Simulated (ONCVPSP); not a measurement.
Which change was made? (Pm, ONCV)

| Item | Value |
| --- | --- |
| Element | promethium (Pm) |
| Generator | ONCVPSP 4.0.1 |
| Type | optimised norm-conserving Vanderbilt (ONCV) |
| Functional | PBEsol |
| Relativity | scalar-relativistic |
| Frozen core | [Kr] 4d10 |
| Valence charge | 15 |
| Reference configuration | 4f5 5s2 5p6 6s1.5 6p0.5 |
| Partial waves | 5s+6s: rc 2.05 bohr, ncon 3, nbas 6, qcut 5.7 1/bohr, 2 projectors; 5p+6p: rc 2.50 bohr, ncon 4, nbas 7, qcut 5.8 1/bohr, 2 projectors; d scattering state at 0.12 Ha: rc 2.50 bohr, ncon 4, nbas 7, qcut 4.3 1/bohr, 2 projectors, debl 1.4 Ha; 4f: rc 1.10 bohr, ncon 4, nbas 8, qcut 13.7 1/bohr, 2 projectors, debl 2.3 Ha |
| Local potential | polynomial inside 0.75 bohr (lpopt 2, dvloc0 3 Ha) |
| Core correction | Teter function, fcfact 3.75, rcfact 1.75 |

In the d channel the program set the typed energies aside and used 0.050, 1.450 Ha.

Cutoffs, loose and tight: the cutoffs (Ha) at which the residual kinetic energy of the hardest occupied pseudo-wave falls to 1 and 0.1 mHa per electron. They do not see the model core or the augmentation charge, which bear on the density cutoff. Test errors are all-electron minus pseudo excitation energies from the reference, over the configurations 4f5 5s2 5p6 6s2 6p0; 4f5 5s2 5p6 6s1 6p0; 4f5 5s2 5p6 6s0 6p0; 4f5 5s2 5p6 6s1 6p1; variants that change the core or the reference have their own tests.

The base gives: outcome: generated, projector energies reset by the program; cutoff, loose: 88 Ha; cutoff, tight: 197 Ha; bound ghosts: s; GHOST(+) flags above zero: p, d; largest test error (meV): tests left out (the all-electron energies of this program are off by 10 to 40 meV for near-neutral 4f atoms).

(1) After one change the result is: outcome: generated, projector energies reset by the program; cutoff, loose: 214 Ha; cutoff, tight: 282 Ha; bound ghosts: s; GHOST(+) flags above zero: p; largest test error (meV): tests left out (the all-electron energies of this program are off by 10 to 40 meV for near-neutral 4f atoms). Which change was it?
A. s: qcut 4.7; p: qcut 4.8; d: qcut 3.5; f: qcut 11.2
B. s: qcut 7.7; p: qcut 7.9; d: qcut 5.8; f: qcut 18.6
C. s: qcut 6.6; p: qcut 6.7; d: qcut 5; f: qcut 15.8

Results:

(1) A. The others give: s: qcut 7.7; p: qcut 7.9; d: qcut 5.8; f: qcut 18.6 → outcome: failed: ERROR pspot: first pseudo wave function has node, program will stop | s: qcut 6.6; p: qcut 6.7; d: qcut 5; f: qcut 15.8 → outcome: generated, projector energies reset by the program; cutoff, loose: 103 Ha; cutoff, tight: 115 Ha; bound ghosts: s; GHOST(+) flags above zero: p; largest test error (meV): tests left out (the all-electron energies of this program are off by 10 to 40 meV for near-neutral 4f atoms).
